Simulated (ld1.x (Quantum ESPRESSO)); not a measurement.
## iodine: one change to a TM potential, before and after

I, norm-conserving Troullier–Martins (Kleinman–Bylander form), made with ld1.x (Quantum ESPRESSO) 7.5 (LDA (PZ), non-relativistic). Core [Kr], reference 4d10 5s2 5p5. Waves: 5s (bound): rc 1.35 bohr; 5p (bound): rc 1.90 bohr; 4d (bound): rc 1.40 bohr. Local part: all-electron potential smoothed inside 1.15 bohr (lloc = -1). Core correction: a·sin(br)/r model core inside 1.35 bohr.

Change: wave 4d (bound): rc 1.40 bohr becomes 4d (bound): rc 1.08 bohr.

Cutoffs: the cutoffs (Ry, on a coarse ladder) from which the occupation-weighted sum of valence levels, in a spherical-Bessel basis at the reference potential, stays within 10 and 1 mRy of its value at 400 Ry; they do not see the model core or the augmentation charge, which bear on the density cutoff. Errors are all-electron minus pseudo energies relative to the spin-unpolarised reference configuration.

Predict the effect on cutoff, ghosts and configuration errors.

The potential gets harder (110 Ry and 200 Ry → 140 Ry and 230 Ry); both files keep a bound ghost (p, s); the errors of the 8 common tests hardly move. A smaller radius makes the pseudo-wave follow the all-electron one further in, where it bends more sharply, so more plane waves are needed.

```tsv
quantity	base	changed
cutoff, loose	110 Ry	140 Ry
cutoff, tight	200 Ry	230 Ry
loose cutoff by channel (10 mRy a level)	s 45 Ry, p 30 Ry, d 90 Ry	s 45 Ry, p 30 Ry, d 100 Ry
bound ghosts	s, p	s, p
tests counted (converged, no solver errors)	8 of 9	8 of 9
error for 4d10 5s2 5p4, meV [ΔE 11.33 eV]	+1.2	+1.2
error for 4d10 5s2 5p3, meV [ΔE 31.35 eV]	+6.9	+6.9
error for 4d10 5s2 5p2, meV [ΔE 60.84 eV]	+21	+21
error for 4d10 5s1 5p5, meV [ΔE 20.81 eV]	-5.7	-5.6
error for 4d10 5s1 5p6, meV [ΔE 9.00 eV]	-9.9	-9.9
error for 4d10 5s2 5p1, meV [ΔE 100.41 eV]	+48	+48
error for 4d10 5s2 5p5 (spin-polarised), meV [ΔE -0.12 eV]	+1.6	+1.6
error for 4d10 5s2 5p4 (spin-polarised), meV [ΔE 10.78 eV]	+8.8	+8.9
s: phases at 2.06 bohr within 0.05 rad from the reference energy up to (Ry; the scan ends near 5)	3.3	3.3
p: phases at 2.06 bohr within 0.05 rad from the reference energy up to (Ry; the scan ends near 5)	to the end of the scan	to the end of the scan
d: phases at 2.06 bohr within 0.05 rad from the reference energy up to (Ry; the scan ends near 5)	to the end of the scan	to the end of the scan
```

Base: Tests not counted: 4d9 5s2 5p5 (solver errors, printed error -2943 eV). Changed file: Tests not counted: 4d9 5s2 5p5 (solver errors, printed error -2186 eV). A true bound ghost makes a file unfit for plane-wave use even where its test errors are small: the radial tests pick states by their node count and pass the ghost by. Where a test does run into it, the solver fails or the error is huge.
